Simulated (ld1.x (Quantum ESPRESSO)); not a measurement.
# Ru TM: all-electron and pseudo phase curves

* Element: ruthenium (Ru)
* Generator: ld1.x (Quantum ESPRESSO) 7.5
* Type: norm-conserving Troullier–Martins (Kleinman–Bylander form)
* Functional: Wu–Cohen
* Relativity: scalar-relativistic
* Frozen core: [Ar] 3d10
* Valence charge: 16
* Reference configuration: 4s2 4p6 4d5 5s0 5p0 (charge +3)
* Partial waves: 4s (bound): rc 0.95 bohr; 4p (bound): rc 1.45 bohr; 4d (bound): rc 1.15 bohr
* Local potential: the d channel
* Core correction: none

The phase is arctan(r·u′/u) with u = r·R(r), unwrapped; energies in Ry, scanned from -10 to 5 Ry. A pole is an energy at which the radial function vanishes at the test radius. The pseudo phase is shifted by a multiple of π to meet the all-electron one at the reference energy, and phase errors are pseudo minus all-electron; the curves can meet again beyond the range given. Levels narrower than the energy grid can be missing from the lists of poles.

For each channel, where are the poles, and over which energies does the pseudopotential scatter like the atom?

```csv
channel,radius (bohr),reference energy (Ry),"poles, all-electron","poles, pseudo",unbroken range about the reference energy with phases within 0.05 rad,phase error 1 Ry above the reference energy (rad)
s,1.60,-8.16,-7.01,-7.01,below 2.6,+0.000
p,1.60,-5.93,-4.27,-4.28,below 2.1,-0.000
d,1.60,-2.74,0.14,0.11,the whole range,-0.001
```

Phases in the p channel:

```csv
E (Ry),all-electron,pseudo
-10.00,1.239,1.238
-9.76,1.224,1.223
-9.52,1.207,1.206
-9.28,1.187,1.186
-9.04,1.164,1.163
-8.80,1.135,1.134
-8.56,1.101,1.099
-8.32,1.057,1.056
-8.08,1.000,0.999
-7.84,0.924,0.922
-7.60,0.816,0.814
-7.36,0.657,0.655
-7.12,0.416,0.413
-6.88,0.063,0.060
-6.64,-0.363,-0.365
-6.40,-0.737,-0.738
-6.16,-0.999,-0.999
-5.92,-1.171,-1.171
-5.68,-1.288,-1.288
-5.44,-1.370,-1.370
-5.20,-1.431,-1.431
-4.96,-1.478,-1.479
-4.72,-1.516,-1.517
-4.48,-1.547,-1.548
-4.24,-1.573,-1.574
-4.00,-1.596,-1.597
-3.76,-1.616,-1.617
-3.52,-1.634,-1.636
-3.28,-1.651,-1.652
-3.04,-1.666,-1.668
-2.80,-1.680,-1.682
-2.56,-1.694,-1.696
-2.32,-1.706,-1.709
-2.08,-1.719,-1.722
-1.84,-1.732,-1.736
-1.60,-1.744,-1.748
-1.36,-1.757,-1.762
-1.12,-1.769,-1.775
-0.88,-1.782,-1.789
-0.64,-1.796,-1.803
-0.40,-1.809,-1.818
-0.16,-1.824,-1.834
0.08,-1.839,-1.851
0.32,-1.856,-1.869
0.56,-1.874,-1.889
0.80,-1.893,-1.911
1.04,-1.914,-1.936
1.28,-1.937,-1.963
1.52,-1.962,-1.994
1.76,-1.991,-2.029
2.00,-2.024,-2.070
2.24,-2.061,-2.119
2.48,-2.104,-2.176
2.72,-2.154,-2.245
2.96,-2.214,-2.329
3.20,-2.284,-2.432
3.44,-2.369,-2.559
3.68,-2.472,-2.714
3.92,-2.596,-2.899
4.16,-2.744,-3.107
4.40,-2.915,-3.323
4.64,-3.105,-3.529
4.88,-3.300,-3.711
```
